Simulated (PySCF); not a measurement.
Vertical excitation energies

Compound: C7H8O3S.
SMILES: `O=S(=O)(C)Oc1ccccc1`

Method: TDDFT wB97X-D/def2-SVPD, vertical, gas phase, core orbitals frozen in the response (PySCF 2.14.0, density-fitted response routines). Geometry: PBE0-D3(BJ)/def2-SVP, one conformer, isolated molecule.

Question: List the vertical singlet excitations with oscillator strengths and describe the spectrum.

Answer: 

| state | λ (nm) | E (eV) | f | main configurations (H = HOMO, L = LUMO) |
| --- | --- | --- | --- | --- |
| S1 | 230.3 | 5.38 | 0.0040 | H→L (47%), H-1→L+1 (25%), H→L+1 (16%) |
| S2 | 205.3 | 6.04 | 0.057 | H→L+1 (49%), H-1→L (23%), H→L (21%) |
| S3 | 180.0 | 6.89 | 0.558 | H-1→L+1 (49%), H→L (20%), H-1→L (16%) |
| S4 | 177.8 | 6.97 | 0.568 | H-1→L (47%), H→L+1 (29%), H-1→L+1 (12%) |
| S5 | 169.3 | 7.32 | 0.0017 | H→L+2 (47%), H→L+3 (38%) |
| S6 | 164.4 | 7.54 | 0.107 | H→L+3 (24%), H-2→L (14%), H→L+6 (14%) |
| S7 | 161.6 | 7.67 | 0.011 | H-1→L+3 (37%), H-1→L+2 (14%), H-2→L (12%) |
| S8 | 161.4 | 7.68 | 0.0019 | H-1→L+3 (24%), H-2→L (16%), H-1→L+2 (9%) |
| S9 | 159.3 | 7.78 | 0.022 | H-2→L+1 (28%), H-3→L+1 (17%), H-5→L+1 (16%) |
| S10 | 156.1 | 7.94 | 0.026 | H→L+6 (19%), H→L+4 (16%), H→L+2 (12%) |

Triplets (Tamm–Dancoff): T1 4.15 eV, H→L+1 (39%), H-1→L (27%), H→L (17%); T2 4.72 eV, H→L (62%), H→L+1 (24%), H-1→L+1 (10%); T3 4.82 eV, H-1→L (45%), H→L+1 (29%), H-1→L+1 (14%); T4 5.27 eV, H-1→L+1 (63%), H-1→L (22%), H→L (8%).

The lowest singlet lies at 5.38 eV (230 nm, ultraviolet) and is very weak; its leading configuration is HOMO→LUMO (47%). The largest oscillator strength of a single state is 0.568. Löwdin shares by element: HOMO carbon 52% or more, oxygen 13% or more (atoms not listed hold the other 35%); LUMO carbon 63% or more (atoms not listed hold the other 37%). Orbital energies (eV): HOMO-3 -11.31, HOMO-2 -10.90, HOMO-1 -9.40, HOMO -9.01, LUMO 1.13, LUMO+1 1.22, LUMO+2 1.77. Weighted by f, the mean energy of these states is 6.98 eV. The oscillator strengths of these states sum to 1.356; summed over the whole spectrum of an exact calculation they would give the number of electrons, 90 (Thomas–Reiche–Kuhn). No computed singlet lies in the visible range (380 to 750 nm); the lowest, at 230 nm, stands 2.12 eV above its violet end (3.26 eV). Singlets were solved by full linear response, triplets in the Tamm–Dancoff approximation.
